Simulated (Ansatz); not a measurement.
Isolated molecules relaxed with PBE0-D4/def2-TZVP in Ansatz; ΔE leaves out vibrations. CBS: MP2 limit from def2 TZ/QZ plus the TZ coupled-cluster correction, frozen cores. This one scheme is used for every species. DFT in def2-TZVPP. For Se outer-core shells are correlated without core-valence functions, which leaves a few kJ/mol of doubt a bond. Scalar relativity is left out up to krypton. Each species was taken in one conformer, which may not be the lowest.

`B[SiH2]N[SiH3]` + H₂Se → `[SiH3]N[SiH2][SeH]` + BH₃  (cleavage of the Si–B bond)

`B[SiH2]N[SiH3]`:

Cartesian coordinates in Å:
```
B -2.587 -0.059 -0.154
Si -0.767 0.153 0.656
N 0.507 0.138 -0.519
Si 2.184 -0.180 -0.277
H -3.527 -0.290 0.548
H -2.802 0.086 -1.323
H -0.842 1.440 1.427
H -0.465 -0.905 1.660
H 0.248 0.482 -1.433
H 3.011 1.055 -0.159
H 2.728 -0.970 -1.415
H 2.311 -0.950 0.987
```

H₂Se:

```xyz
3

Se   -0.091    0.230   -0.638
H    -0.300    0.799    0.698
H     0.391   -1.029   -0.060
```

`[SiH3]N[SiH2][SeH]`:

Cartesian coordinates in Å:
```
Si 1.014 1.013 -0.992
N 0.524 -0.533 -0.386
Si -1.009 -0.933 0.279
Se -1.639 0.389 2.031
H 1.781 1.813 0.001
H 1.872 0.833 -2.193
H -0.224 1.748 -1.352
H 1.246 -1.228 -0.258
H -0.942 -2.358 0.685
H -2.108 -0.700 -0.689
H -0.516 -0.044 2.874
```

BH₃:

Z-matrix (Å, degrees):
```
B
H 1 1.193
H 1 1.193 2 120.0
H 1 1.193 2 120.0 3 180.0
```

Is it downhill or uphill in electronic energy at CCSD(T)/CBS, and by how much? (Best estimate.)

Ansatz gave: Downhill: ΔE = -93.4 kJ/mol.

What do these levels give: r2SCAN, MP2/def2-TZVPP, CCSD/def2-TZVPP, MP2/def2-QZVPP, SCS-MP2/def2-QZVPP, MP2/CBS(def2)? (Estimate.)

The calculation gave: r2SCAN -87.2, MP2/def2-TZVPP -101.7, CCSD/def2-TZVPP -87.6, MP2/def2-QZVPP -104.4, SCS-MP2/def2-QZVPP -99.8, MP2/CBS(def2) -106.5 kJ/mol.

Largest T1 diagnostic among the species: 0.011.

The D4 term adds −6.8 kJ/mol with B3LYP and −3.7 kJ/mol with PBE0; it sums over pairs of atoms, weighted by their polarisabilities, and B3LYP, whose exchange is more repulsive, gets the larger term. From PBE to PBE0 (25 % exact exchange), in def2-TZVPP and without D4, ΔE moves by −5.3 kJ/mol.

B3LYP here is the variant with VWN-RPA as its local correlation; programs differ in this.
